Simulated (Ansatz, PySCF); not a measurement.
C6H6, SMILES c1ccccc1.

Geometry optimised at B3LYP-D3(BJ)/def2-SVP.

Vertical ionisation energy (IE) and electron affinity (EA) in eV. Rows of orbital energies are one-electron estimates. Where ΔSCF, EOM or ADC give a negative EA the extra electron is unbound and the value depends on the basis.

```tsv
level	IE	EA
−ε(HOMO), −ε(LUMO), HF/def2-TZVP (PySCF)	9.14	-3.33
ΔSCF, ωB97X-V/def2-SVPD (Ansatz), final states of multiplicity 2 and 2	…	…
```

What belongs in the gaps? (Estimate from the structure and the level; the computed values follow.)


- ΔSCF, ωB97X-V/def2-SVPD (Ansatz, an electronic-structure program), final states of multiplicity 2 and 2, IE: 9.33
- ΔSCF, ωB97X-V/def2-SVPD (Ansatz), final states of multiplicity 2 and 2, EA: -1.66

What vertical singlet–triplet gap does ΔSCF give with ωB97X-V/def2-SVPD (Ansatz)? (The exact figures need the calculation; the answer reports its results.)

4.46 eV (triplet above singlet where positive).
